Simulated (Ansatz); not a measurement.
Ansatz (a program for electronic structure) input (PBE-QIDH/def2-TZVPD):

Ansatz 0.2 input:
```yaml
crystal:
  periodic: [false, false, false]
  atoms:
    - {symbol: Zr, position_ang: [-0.08261741, 0.02807501, 0.15627490]}
    - {symbol: O, position_ang: [-1.25764503, -1.24985509, -0.28489020]}
    - {symbol: F, position_ang: [-0.26147062, 1.67266868, -0.96336199]}
    - {symbol: F, position_ang: [1.74656581, -0.68646421, 0.52204262]}
basis:
  gaussian:
    orbitals: def2-TZVPD
hamiltonian:
  xc: {name: PBE-QIDH}
total_charge: -1
magnetization: {spin_polarized: true, initial_magnetization: 1}
correlation: {electrons: outside_noble_gas}
```

Output:

```
Functional definition: PBE-QIDH
integrals: 0.21 GiB planned
1125 factors; integrals over basis functions are off by at most 8.9e-4 eV
mean field: 0.92 GiB planned
mean field evaluation 1: about -8744.1847 eV, gradient 3.5e1 eV
mean field evaluation 2: about -8744.1877 eV, gradient 3.5e1 eV
mean field evaluation 4: about -8749.8827 eV, gradient 4.2e0 eV
mean field evaluation 8: about -8750.0429 eV, gradient 3.4e-1 eV
mean field evaluation 16: about -8750.0481 eV, gradient 4.5e-3 eV
mean field -8750.04815045 eV, -321.5583385333 hartree, gradient 3.5e-6 eV, S^2 0.754012; 0 other end points of the search recorded, 0 dependent functions left out
7 core orbitals not correlated
reference -8750.04816987 eV, -321.5583392469 hartree; 13, 12 occupied and 140, 141 virtual orbitals, 1125 factors
second order -27.28403748 eV of doubles, -0.00000000 eV of singles
Total energy: -8759.14284903 eV, -321.8925625414 hartree
```

The spin state was set by rule; other spins were not relaxed.
